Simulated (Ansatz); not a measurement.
Relaxation of FH₄N₂Sc (8 atoms, charge 0, multiplicity 1), to a largest force component of 0.015 eV/Å in at most 40 steps.

All numbers below come from RHF/def2-SVP in Ansatz.

```xyz
8
Properties=species:S:1:pos:R:3:forces:R:3
N 0.727 1.676 -0.518 0.59 0.76 -0.21
Sc -0.379 0.065 -0.069 0.48 -0.09 0.09
N -0.074 -1.787 0.638 0.21 -0.90 0.35
F -2.137 0.363 -0.392 -0.99 0.17 -0.18
H 0.277 2.523 -0.880 0.20 -0.68 0.27
H 1.718 1.912 -0.483 -0.57 -0.29 0.04
H 0.736 -2.329 0.935 -0.41 0.46 -0.22
H -0.868 -2.422 0.769 0.49 0.57 -0.14
```

**Question.** Where does it end, and by what steps?

**Answer.** The forces met the threshold. After 5 steps the energy has fallen by 0.152 eV; H7 moved furthest, 0.44 Å.

```
step  energy less start (eV)  largest force component (eV/Å)  accepted
   0                  0.0000                           0.988       yes
   1                 -0.1040                           0.474       yes
   2                 -0.1376                           0.118       yes
   3                 -0.1446                           0.079       yes
   4                 -0.1507                           0.167       yes
   5                 -0.1524                           0.007       yes
```

```xyz
8
Properties=species:S:1:pos:R:3
N 0.694 1.546 -0.475
Sc -0.645 0.110 -0.116
N -0.047 -1.656 0.594
F -2.448 0.417 -0.448
H 0.498 2.465 -0.834
H 1.689 1.494 -0.335
H 0.896 -1.934 0.809
H -0.638 -2.442 0.805
```

The run took 13 s on 1 thread of Arm Neoverse V2 (shared host), peak memory 0.18 GiB.
